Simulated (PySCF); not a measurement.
# Computed properties of C₂H₈O₂Si, SMILES CC[SiH](O)O

Si(H)(Et)(OH)2 (C2H8O2Si), SMILES CC[SiH](O)O. Geometry optimised at PBE0-D3(BJ)/def2-SVP. Other conformers were not sampled. All values are computed for the isolated molecule unless a solvent is named; none is compared with measurement here.

**Structure.** All 33 harmonic modes at PBE0-D3(BJ)/def2-SVP (PySCF) are real, so it is a minimum. With heavy atoms numbered as in [SiH:1]([OH:2])([OH:3])[CH2:4][CH3:5], the shortest bond between them is C4–C5 at 1.526 Å and the longest Si1–C4 at 1.857 Å.

**Vibrations.** The strongest infrared lines (harmonic, unscaled, degenerate partners summed) lie at 754 cm⁻¹ (252 km/mol, H 90 %), 2192 cm⁻¹ (182 km/mol, H 97 %), 928 cm⁻¹ (144 km/mol, H 62 %, Si 24 %, O 12 %). The softest mode is at 55 cm⁻¹ and the zero-point energy is 64.4 kcal/mol.

**Electronic structure.** r2SCAN/def2-TZVP (PySCF) places the frontier levels at -7.20 and 0.33 eV, a gap of 7.53 eV, and gives a dipole moment of 1.85 D and a mean polarisability of 56.2 bohr³. PBE/def2-TZVP (PySCF) at the same geometry gives -6.89 and -0.31 eV, so its gap is 0.95 eV narrower. An orbital gap is neither the optical nor the fundamental gap.

**Excitations.** TDDFT-M06-2X/def2-SVPD (PySCF) has S1 at 7.55 eV (164 nm, f = 0.010, weak); the most intense of the 10 singlets computed lies at 9.13 eV (f = 0.14). T1 (TDA) is at 7.38 eV. TDDFT-PBE/def2-SVPD (PySCF) puts S1 at 6.36 eV. No vertical singlet excitation falls in the visible range (under 3.1 eV).

**NMR.** GIAO shifts at PBE0/pcSseg-1 (PySCF) (non-relativistic, atoms alike by connectivity averaged): ¹³C at 9.4 ppm against TMS; ¹H from 0.9 to 5.3 ppm against TMS; ²⁹Si at -8.5 ppm against TMS.

**Solvation.** SMD-M06-2X/6-31G* (PySCF) gives -8.9 kcal/mol in water, -5.9 kcal/mol in chlorobenzene, -7.5 kcal/mol in acetonitrile (1 M in both phases, gas-phase geometry); of these solvents water holds the molecule best.
